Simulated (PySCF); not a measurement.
# Reading the logs of faulty runs: BGeH4 anion

Calculated results; nothing here was measured. They come from PySCF 2.14.0, an open-source quantum chemistry program, on an isolated molecule that a program drew, which may never have been made. The molecule is BGeH4 anion (charge -1, singlet), drawn as the SMILES string `[BH2][GeH2-]`.

Each row is a Hartree-Fock (HF) and frozen-core CCSD(T) single point in the aug-cc-pVDZ basis, meant for a local HF minimum. Run 1 is clean. Each other run has one planted mistake out of seven kinds, and not every kind appears here: one electron removed, one electron added, multiplicity raised by two, geometry at a saddle point, minimal basis STO-3G, one bond length entered in bohr, all coordinates scaled. The reference is restricted for singlets and unrestricted otherwise, and also for a bond in bohr. Adding or removing an electron swaps singlet and doublet. Electrons count all cores. HOMO and LUMO are orbital energies over both spins, the gradient is its largest component, and the lowest frequency (negative if imaginary) is given only where the gradient is small. Bond lengths are over the 5 bonds as drawn. T1 is the CCSD diagnostic: over 0.02 (restricted) or 0.045 (unrestricted) a single reference is doubtful. Germanium has the aug-cc-pVDZ-PP basis, with a core potential (ECP10MDF) in place of its 10 inner electrons, and its 3s, 3p and 3d shells are frozen in CCSD(T).

Geometry of the clean run:
```xyz
6
BGeH4 anion, angstrom
B    -0.9608    0.9406    0.9709
Ge    0.8409    1.6040    1.4501
H    -1.9066    1.1208    1.7070
H    -1.1083    0.1236    0.0879
H     1.8785    1.7577    0.2949
H     0.9242    2.9516    2.2324
```

| run | electrons | basis functions | <S^2> | HOMO (eV) | LUMO (eV) | gradient (hartree/bohr) | lowest frequency (cm^-1) | mean bond (Å) | longest bond (Å) | T1 | HF (hartree) | CCSD(T) (hartree) | mistake |
|---|---|---|---|---|---|---|---|---|---|---|---|---|---|
| 1 | 42 | 91 | 0.000 | -1.51 | 3.80 | 9.5e-06 | 190 | 1.5047 | 1.979 | 0.0273 | -320.35005 | -320.61570 | no fault |
| 2 | 42 | 91 | 2.013 | -0.20 | 3.84 | 3.5e-02 | - | 1.5047 | 1.979 | 0.0142 | -320.30873 | -320.54925 | multiplicity raised by two |
| 3 | 42 | 91 | 0.000 | -1.28 | 3.80 | 4.7e-06 | -138 | 1.4875 | 1.932 | 0.0215 | -320.34948 | -320.61614 | geometry at a saddle point |
| 4 | 42 | 91 | 0.000 | -1.50 | 3.80 | 5.5e-03 | - | 1.4867 | 1.955 | 0.0265 | -320.34947 | -320.61451 | all coordinates scaled |
| 5 | 41 | 91 | 0.770 | -8.89 | -0.08 | 2.6e-02 | - | 1.5047 | 1.979 | 0.0216 | -320.32734 | -320.54830 | ? |
| 6 | 42 | 91 | 0.939 | -1.28 | 3.59 | 2.8e-02 | - | 1.8568 | 3.739 | 0.0472 | -320.25987 | -320.49139 | ? |

**Which mistake was planted in run 5, and what did it cost?**

It counts 41 electrons, one fewer than the clean run, at the same geometry and basis. So the mistake is: one electron removed. Subtracting run 1 and multiplying by 627.51 kcal/mol a hartree, the energy moved by 14.3 kcal/mol in HF and 42.3 kcal/mol in CCSD(T).

**Which mistake was planted in run 6, and what did it cost?**

The mean bond changes by a factor of 1.234 and the longest by 1.889, so the molecule wasn't scaled as a whole. A length L in bohr read as angstrom grows by (1/0.5292 - 1) L = 0.890 L. The 5 bonds together grew by 5 x 0.3521 = 1.761 Å, which gives L = 1.979 Å. That is bond B1-Ge2, 1.979 Å in the clean geometry. So the mistake is: one bond length entered in bohr. Subtracting run 1 and multiplying by 627.51 kcal/mol a hartree, the energy moved by 56.6 kcal/mol in HF and 78.0 kcal/mol in CCSD(T).

Cautions from the logs. Run 1: T1 is over the limit, so its CCSD(T) energy is less reliable; run 3: T1 is over the limit, so its CCSD(T) energy is less reliable; run 4: T1 is over the limit, so its CCSD(T) energy is less reliable; run 6: T1 is over the limit, so its CCSD(T) energy is less reliable.
